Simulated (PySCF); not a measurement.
## Exercise with solution: entropy of an ideal gas

Si(H)(SiH3) anion (H4Si2), SMILES [SiH][SiH3] (connectivity only; charge and spin as stated), charge -1, multiplicity 2.

Geometry optimised at ωB97X-D3(BJ)/def2-TZVPD. The multiplicity is an assumed one; other spin states were not compared. The isomer is the one that the SMILES or the coordinates give; other isomers of the formula were not compared.

ωB97X-D3(BJ)/def2-TZVPD in PySCF gives the harmonic wavenumbers 197, 397, 423, 450, 713, 928, 964, 969, 1931, 2053, 2069, 2094 cm⁻¹ and the rotational temperatures 3.0876, 0.2666, 0.2600 K. The molar mass is 60.20 g/mol, the symmetry number 1, the spin multiplicity 2.

Work out the entropy at 298.15 K and 1 atm in the rigid-rotor, harmonic-oscillator model.


Translation (Sackur–Tetrode at 1 atm): S = R[1.5 ln M + 2.5 ln T − 1.16487] = 159.9 J/(mol K).
Rotation: q = (√π/σ) T^1.5/√(θA θB θC) = 19700, S = R[ln q + 3/2] = 94.7 J/(mol K).
Vibration: with u = 1.4388 ν/T, each mode gives R[u/(e^u − 1) − ln(1 − e^−u)]:
```json
[
 {"ν (cm⁻¹)": "197", "modes": "1", "u": "0.95", "S (J/(mol K))": "9.04"},
 {"ν (cm⁻¹)": "397", "modes": "1", "u": "1.92", "S (J/(mol K))": "4.07"},
 {"ν (cm⁻¹)": "423", "modes": "1", "u": "2.04", "S (J/(mol K))": "3.69"},
 {"ν (cm⁻¹)": "450", "modes": "1", "u": "2.17", "S (J/(mol K))": "3.33"},
 {"ν (cm⁻¹)": "713", "modes": "1", "u": "3.44", "S (J/(mol K))": "1.22"},
 {"ν (cm⁻¹)": "928", "modes": "1", "u": "4.48", "S (J/(mol K))": "0.52"},
 {"ν (cm⁻¹)": "964", "modes": "1", "u": "4.65", "S (J/(mol K))": "0.45"},
 {"ν (cm⁻¹)": "969", "modes": "1", "u": "4.68", "S (J/(mol K))": "0.44"},
 {"ν (cm⁻¹)": "1931", "modes": "1", "u": "9.32", "S (J/(mol K))": "0.01"}
]
```
The stiffer modes add less than 0.005 each. Sum 22.8 J/(mol K).
Spin: R ln 2 = 5.8 J/(mol K).
Total 283.1 J/(mol K); the program's own thermochemistry gives 283.1. Translation makes up 56 % and vibration 8 %. Anharmonicity, hindered rotation and orbital degeneracy are left out.
